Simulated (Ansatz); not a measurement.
The cluster Te₄As⁺, relaxed as a singlet with RKS PBE-D4/def2-SVP in Ansatz, starting from the GFN1-xTB geometry. Force threshold 0.02 eV/Å.

In the def2 sets Te takes a core potential; there is no spin–orbit coupling. The restricted singlet is unstable towards broken spin symmetry in Hartree–Fock (as tested in another run); at PBE-D4/def2-SVP this wasn't settled. Another isomer (singlet) lies 0.90 eV lower at PBE0-D4/def2-TZVP; other spin states weren't run for this one.

Start:

```
atom   x (Å)   y (Å)   z (Å)
 As1   0.001  -1.284   2.053
 Te2  -0.781   1.049  -2.915
 Te3  -1.104   0.840   1.558
 Te4   1.327  -1.609   0.026
 Te5   0.557   1.004  -0.721
```

**Question.** Estimate the energy that the relaxation releases and the steps that it takes.

**Answer.** 5.5 kcal/mol, in 5 steps; 6.5 s on 4 threads of Arm Neoverse V2 on a shared host. No frequencies were taken in this run, so the end may be a saddle point.

**Question.** Does the start keep its bonding and symmetry?

**Answer.** By distances, no bond broke or formed. The bond that changes most is Te3–Te5, from 2.82 to 3.00 Å (atoms count from 1). Point group Cs at the start, Cs at the end, both within 0.05 Å.

**Question.** Predict the relaxed structure.

**Answer.** 
Cartesian coordinates in Å:
```
As -0.0015 -1.3332 2.1281
Te -0.7959 1.0743 -2.9792
Te -1.1545 0.8509 1.6237
Te 1.3625 -1.6841 0.0376
Te 0.5894 1.0921 -0.8102
```
Bond lengths: 3 × Te–Te 2.57 to 3.00 Å; 2 × As–Te 2.52 Å.
